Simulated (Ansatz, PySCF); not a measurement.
Bond stretch in SMILES [Li][CH3]. The C1–Li5 bond (C1 also carries H, H, H; Li5 carries nothing else) is varied alone, starting from the PBE0/def2-TZVP optimised geometry.

Methods: UMP2/3-21G = unrestricted MP2 (frozen core)/3-21G (PySCF); RMP2/3-21G = restricted MP2 (frozen core)/3-21G (PySCF); RKS-M06-2X/6-31G* = restricted M06-2X/6-31G*, spherical d (PySCF); UCCSD(T) = CCSD(T) on UHF/cc-pVTZ, frozen core run with Ansatz (a quantum-chemistry and plane-wave program).

Energies relative to the lowest point of each curve near equilibrium, in mEh; the last columns give the difference from UCCSD(T):

```
R / Å  UMP2/3-21G  RMP2/3-21G  RKS-M06-2X/6-31G*  UCCSD(T)  UMP2/3-21G − UCCSD(T)  RMP2/3-21G − UCCSD(T)  RKS-M06-2X/6-31G* − UCCSD(T)
-----  ----------  ----------  -----------------  --------  ---------------------  ---------------------  ----------------------------
1.46         90.5        90.5               74.9      72.9                   17.6                   17.6                           2.0
1.56         53.0        53.0               41.6      40.9                   12.1                   12.1                           0.7
1.67         26.4        26.4               19.0      19.0                    7.4                    7.4                           0.0
1.79          9.7         9.7                5.8       6.1                    3.7                    3.7                          -0.2
1.85          4.9         4.9                2.4       2.6                    2.3                    2.3                          -0.2
1.90          2.3         2.3                0.8       0.9                    1.4                    1.4                          -0.2
1.96          0.5         0.5                0.0       0.0                    0.5                    0.5                           0.0
2.04          0.0         0.0                0.6       0.3                   -0.3                   -0.3                           0.3
2.08          0.4         0.4                1.5       1.0                   -0.6                   -0.6                           0.5
2.17          2.4         2.4                4.4       3.5                   -1.1                   -1.1                           0.9
2.29          6.9         6.9               10.0       8.3                   -1.5                   -1.5                           1.6
2.42         13.2        13.2               17.3      14.8                   -1.6                   -1.6                           2.5
2.65         36.4        25.9               31.6      28.5                    7.9                   -2.6                           3.1
2.94         52.5        42.2               49.8      45.7                    6.7                   -3.5                           4.0
3.29         61.3        60.1               69.8      63.4                   -2.1                   -3.4                           6.3
3.56         65.0        71.8               83.4      74.5                   -9.5                   -2.7                           8.9
3.96         67.9        85.6              100.9      84.5                  -16.6                    1.1                          16.4
4.39         69.4        95.9              116.2      88.6                  -19.2                    7.2                          27.5
4.77         70.1       101.3              127.0      90.0                  -19.9                   11.3                          37.0
5.40         70.8       103.3              140.6      90.9                  -20.1                   12.4                          49.7
5.86         71.1        99.5              148.0      91.1                  -20.0                    8.4                          56.9
6.90         71.4        77.8              158.8      91.3                  -19.8                  -13.5                          67.5
```

UMP2/3-21G is furthest from UCCSD(T) at 5.40 (-20.1 mEh, below); its mean absolute difference over the points is 8.7 mEh.

RMP2/3-21G is furthest from UCCSD(T) at 1.46 (17.6 mEh, above); its mean absolute difference over the points is 5.3 mEh.

RKS-M06-2X/6-31G* is furthest from UCCSD(T) at 6.90 (67.5 mEh, above); its mean absolute difference over the points is 13.0 mEh.

The unrestricted determinant behind UMP2/3-21G, UCCSD(T) is spin-contaminated at 2.65 to 6.90 Å (<S²> up to 1.0, against 0.00 for a pure singlet). The restricted form behind RMP2/3-21G, RKS-M06-2X/6-31G* keeps the bonding electrons paired and can't separate into open-shell fragments.
